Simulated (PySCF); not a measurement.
C2H4O3, SMILES COC(=O)O. Heavy atoms are numbered as in [CH3:1][O:2][C:3](=[O:4])[OH:5]. Hydrogens are named by the atom that carries them.

Geometry optimised at B3LYP-D3(BJ)/def2-SVP. One conformer was computed; it need not be the lowest.

The numbers are results of HF/pcSseg-1 (PySCF), not measurements.

GIAO shieldings, no solvent; atoms alike by connectivity are averaged. δ = σ(ref) − σ: ¹³C against TMS (σ = 192.6 ppm); ¹⁷O against H2O (σ = 333.0 ppm); ¹H against TMS (σ = 31.99 ppm), references at their B3LYP-D3(BJ)/def2-TZVP geometries, non-relativistic.

### Question
Estimate the chemical shifts. (An estimate is asked for; the answer gives what the named calculation found.)

### Answer

```csv
nucleus,atoms,count,δ (ppm)
¹³C,C3,1,164.7
¹³C,C1 (CH3),1,53.7
¹⁷O,O4,1,297.9
¹⁷O,O5 (OH),1,147.8
¹⁷O,O2,1,114.6
¹H,H on O5,1,5.78
¹H,H on C1,3,4.02
```
